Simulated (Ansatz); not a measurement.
```yaml
crystal:
  periodic: [false, false, false]
  atoms:
    - {symbol: Mg, position_ang: [1.393128, 1.478868, 0.803154]}
    - {symbol: Mg, position_ang: [-0.688483, -1.046555, -1.789823]}
    - {symbol: Mg, position_ang: [0.434886, -1.339177, 0.958134]}
    - {symbol: Mg, position_ang: [-1.468776, 0.705840, 0.492398]}
    - {symbol: H, position_ang: [-2.177008, -0.039907, -0.989981]}
    - {symbol: H, position_ang: [-1.165276, -0.714296, 1.631605]}
    - {symbol: H, position_ang: [0.285854, 0.174937, -0.398812]}
    - {symbol: H, position_ang: [2.655176, 2.558130, 0.405737]}
    - {symbol: H, position_ang: [-0.469096, -1.221552, -3.475085]}
    - {symbol: H, position_ang: [-0.030600, -2.344021, -0.466411]}
    - {symbol: H, position_ang: [-0.456748, 2.045602, 1.152151]}
    - {symbol: H, position_ang: [1.686943, -0.257888, 1.676952]}
basis:
  gaussian: {orbitals: "6-31G*"}
total_charge: 1
magnetization: {spin_polarized: true, initial_magnetization: 1}
hamiltonian: {xc: {name: wPBEh}}
scf: {omitted_lower_state_checks: [starts]}
output: {forces: true}
```

```sh
$ ansatz run in.yaml --threads 4 --pin off --events-out ev --progress --plain --max-ram 3916MiB
```

Shortened log:

```
Functional definition: wPBEh
804 factors; integrals over basis functions are off by at most 4.3e-4 eV
168 factors; integrals over basis functions are off by at most 2.1e-6 eV
mean field evaluation 1: about -21885.4204 eV, gradient 1.3e1 eV
mean field evaluation 2: about -21884.9892 eV, gradient 1.2e1 eV
mean field evaluation 4: about -21885.3173 eV, gradient 8.7e0 eV
mean field evaluation 8: about -21887.1841 eV, gradient 6.3e-2 eV
mean field evaluation 16: about -21887.1842 eV, gradient 9.4e-4 eV
mean field -21887.18423011 eV, -804.3391847904 hartree, gradient 6.3e-6 eV, S^2 0.764441; 0 other end points of the search recorded, 0 dependent functions left out
reference -21887.18431479 eV, -804.3391879023 hartree; 28, 27 occupied and 64, 65 virtual orbitals, 804 factors
Total energy: -21887.18431479 eV, -804.3391879023 hartree
Atom 0 at     1.393128     1.478868     0.803154 Å, force    -1.099041    -0.904192     0.509959 eV/Å
Atom 1 at    -0.688483    -1.046555    -1.789823 Å, force    -0.314749     0.038577     1.477530 eV/Å
Atom 2 at     0.434886    -1.339177     0.958134 Å, force    -0.051668    -0.268866     0.298190 eV/Å
Atom 3 at    -1.468776     0.705840     0.492398 Å, force    -0.330570     0.033839     0.235390 eV/Å
Atom 4 at    -2.177008    -0.039907    -0.989981 Å, force     0.148295    -0.139461    -0.397384 eV/Å
Atom 5 at    -1.165276    -0.714296     1.631605 Å, force     0.064204     0.041635    -0.093653 eV/Å
Atom 6 at     0.285854     0.174937    -0.398812 Å, force     0.160300     0.099366    -0.228322 eV/Å
Atom 7 at     2.655176     2.558130     0.405737 Å, force     0.688618     0.582357    -0.249362 eV/Å
Atom 8 at    -0.469096    -1.221552    -3.475085 Å, force     0.143311    -0.072861    -0.913444 eV/Å
Atom 9 at    -0.030600    -2.344021    -0.466411 Å, force    -0.033732     0.052465    -0.441575 eV/Å
Atom 10 at    -0.456748     2.045602     1.152151 Å, force     0.400976     0.173244    -0.076547 eV/Å
Atom 11 at     1.686943    -0.257888     1.676952 Å, force     0.224057     0.363896    -0.120781 eV/Å
Dipole moment:     0.022295     0.012788    -0.033759 e Å
Checks for a lower state left out: starts
```

Run time 3.4 s (4 threads of AMD EPYC 7B13 on a shared host).

The 6-31G sets use Cartesian d functions.

The dipole of an ion depends on the origin.
